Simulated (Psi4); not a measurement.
Cl₂ (SMILES ClCl), singlet, at a GFN2-xTB geometry; MP2/STO-3G in Psi4.

The Psi4 input:
```
memory 2 GB

molecule mol {
0 1
  Cl   -0.000000   -0.000000   -1.008426
  Cl    0.000000    0.000000    1.008426
}

set basis sto-3g
set reference rhf
set puream false

energy('mp2')
print_variables()
```

Q: What does Psi4 print? Leave out banner, timings and long lists.

A: 
```
    SCF Algorithm Type (re)set to DF.

   => Loading Basis Set <=

    Name: STO-3G
    Role: ORBITAL
    Keyword: BASIS

         ---------------------------------------------------------
                                   SCF
               by Justin Turney, Rob Parrish, Andy Simmonett
                          and Daniel G. A. Smith
                              RHF Reference
         ---------------------------------------------------------

  ==> Geometry <==

    Molecular point group: d2h
    Full point group: D_inf_h

    Geometry (in Angstrom), charge = 0, multiplicity = 1:

       Center              X                  Y                   Z               Mass
    ------------   -----------------  -----------------  -----------------  -----------------
         CL           0.000000000000     0.000000000000    -1.008426000000    34.968852682000
         CL           0.000000000000     0.000000000000     1.008426000000    34.968852682000

  Running in d2h symmetry.

  Rotational constants: A = ************  B =      0.23703  C =      0.23703 [cm^-1]
  Rotational constants: A = ************  B =   7105.87807  C =   7105.87807 [MHz]
  Nuclear repulsion =   75.827187063616961

  Charge       = 0
  Multiplicity = 1
  Electrons    = 34
  Nalpha       = 17
  Nbeta        = 17

  ==> Algorithm <==

  SCF Algorithm Type is DF.
  DIIS enabled.
  MOM disabled.
  Fractional occupation disabled.
  Guess Type is SAD.
  Energy threshold   = 1.00e-08
  Density threshold  = 1.00e-08
  Integral threshold = 1.00e-12

  ==> Primary Basis <==

  Basis Set: STO-3G
    Blend: STO-3G
    Number of shells: 10
    Number of basis functions: 18
    Number of Cartesian functions: 18
    Spherical Harmonics?: false
    Max angular momentum: 1

   => Loading Basis Set <=

    Name: (STO-3G AUX)
    Role: JKFIT
    Keyword: DF_BASIS_SCF

  ==> Integral Setup <==

  SCF_SUBTYPE=INCORE selected. In-core MEM_DF algorithm will be used.
  Using in-core AOs.

  ==> MemDFJK: Density-Fitted J/K Matrices <==

    J tasked:                   Yes
    K tasked:                   Yes
    wK tasked:                   No
    Algorithm:                 Core
    Schwarz Cutoff:           1E-12
    Mask sparsity (%):       5.5556
    Fitting Condition:        1E-10

   => Auxiliary Basis Set <=

  Basis Set: (STO-3G AUX)
    Blend: DEF2-UNIVERSAL-JKFIT
    Number of shells: 76
    Number of basis functions: 310
    Number of Cartesian functions: 310
    Spherical Harmonics?: false
    Max angular momentum: 4

  Minimum eigenvalue in the overlap matrix is 5.4318239275E-01.
  Reciprocal condition number of the overlap matrix is 3.6234662503E-01.
    Using symmetric orthogonalization.

  ==> Pre-Iterations <==

  SCF Guess: Superposition of Atomic Densities via on-the-fly atomic UHF (no occupation information).

   -------------------------
    Irrep   Nso     Nmo
   -------------------------
     Ag         5       5
     B1g        0       0
     B2g        2       2
     B3g        2       2
     Au         0       0
     B1u        5       5
     B2u        2       2
     B3u        2       2
   -------------------------
    Total      18      18
   -------------------------

  ==> Iterations <==

                           Total Energy        Delta E     RMS |[F,P]|

   @DF-RHF iter SAD:  -908.74762875868589   -9.08748e+02   0.00000e+00
   @DF-RHF iter   1:  -909.10373839410101   -3.56110e-01   1.21539e-02 DIIS/ADIIS
   @DF-RHF iter   2:  -909.11388175834622   -1.01434e-02   2.35327e-03 DIIS/ADIIS
   @DF-RHF iter   3:  -909.11430420531633   -4.22447e-04   7.94917e-05 DIIS
   @DF-RHF iter   4:  -909.11430454352012   -3.38204e-07   6.02668e-07 DIIS
   @DF-RHF iter   5:  -909.11430454354684   -2.67164e-11   1.08520e-08 DIIS
   @DF-RHF iter   6:  -909.11430454354706   -2.27374e-13   1.85621e-10 DIIS
  Energy and wave function converged.

  ==> Post-Iterations <==

    Orbital Energies [Eh]
    ---------------------

    Doubly Occupied:

[...]
    Virtual:

       5B1u    0.121249

    Final Occupation by Irrep:
             Ag   B1g   B2g   B3g    Au   B1u   B2u   B3u
    DOCC [     5,    0,    2,    2,    0,    4,    2,    2 ]
    NA   [     5,    0,    2,    2,    0,    4,    2,    2 ]
    NB   [     5,    0,    2,    2,    0,    4,    2,    2 ]

  @DF-RHF Final Energy:  -909.11430454354706

   => Energetics <=

    Nuclear Repulsion Energy =             75.8271870636169609
    One-Electron Energy =               -1408.8824706127770696
    Two-Electron Energy =                 423.9409790056129737
    Total Energy =                       -909.1143045435471777

Computation Completed

Properties will be evaluated at   0.000000,   0.000000,   0.000000 [a0]

Properties computed using the SCF density matrix

 Multipole Moments:

 ------------------------------------------------------------------------------------
     Multipole            Electronic (a.u.)      Nuclear  (a.u.)        Total (a.u.)
 ------------------------------------------------------------------------------------

 L = 1.  Multiply by 2.5417464519 to convert [e a0] to [Debye]
 Dipole X            :          0.0000000            0.0000000            0.0000000
 Dipole Y            :          0.0000000            0.0000000            0.0000000
 Dipole Z            :          0.0000000            0.0000000            0.0000000
 Magnitude           :                                                    0.0000000

 ------------------------------------------------------------------------------------

  //>>>>>>>>>>>>>>>>>>>>>>>>>>>>>>>>>>>//
  //               DFMP2               //
  //<<<<<<<<<<<<<<<<<<<<<<<<<<<<<<<<<<<//

   => Loading Basis Set <=

    Name: (STO-3G AUX)
    Role: RIFIT
    Keyword: DF_BASIS_MP2

	 --------------------------------------------------------
	                          DF-MP2
	      2nd-Order Density-Fitted Moller-Plesset Theory

	        Rob Parrish, Justin Turney, Andy Simmonett,
	           Ed Hohenstein, and C. David Sherrill
	 --------------------------------------------------------

   => Auxiliary Basis Set <=

  Basis Set: (STO-3G AUX)
    Blend: DEF2-SVP-RI
    Number of shells: 40
    Number of basis functions: 146
    Number of Cartesian functions: 146
    Spherical Harmonics?: false
    Max angular momentum: 3

	 --------------------------------------------------------
	                 NBF =    18, NAUX =   146
	 --------------------------------------------------------
	   CLASS    FOCC     OCC    AOCC    AVIR     VIR    FVIR
	   PAIRS       0      17      17       1       1       0
	 --------------------------------------------------------

	-----------------------------------------------------------
	 ==================> DF-MP2 Energies <====================
	-----------------------------------------------------------
	 Reference Energy          =    -909.1143045435470640 [Eh]
	 Singles Energy            =      -0.0000000000000000 [Eh]
	 Same-Spin Energy          =       0.0000000000000000 [Eh]
	 Opposite-Spin Energy      =      -0.0195026532367355 [Eh]
	 Correlation Energy        =      -0.0195026532367355 [Eh]
	 Total Energy              =    -909.1338071967837777 [Eh]
	-----------------------------------------------------------
	 ================> DF-SCS-MP2 Energies <==================
	-----------------------------------------------------------
	 SCS Same-Spin Scale       =       0.3333333333333333 [-]
	 SCS Opposite-Spin Scale   =       1.2000000000000000 [-]
	 SCS Same-Spin Energy      =       0.0000000000000000 [Eh]
	 SCS Opposite-Spin Energy  =      -0.0234031838840826 [Eh]
	 SCS Correlation Energy    =      -0.0234031838840826 [Eh]
	 SCS Total Energy          =    -909.1377077274311205 [Eh]
	-----------------------------------------------------------

  Variable Map:
  ----------------------------------------------------------------------------
[...]
  Array Variable Map:
  ----------------------------------------------------------------------------
[...]
[...]
```
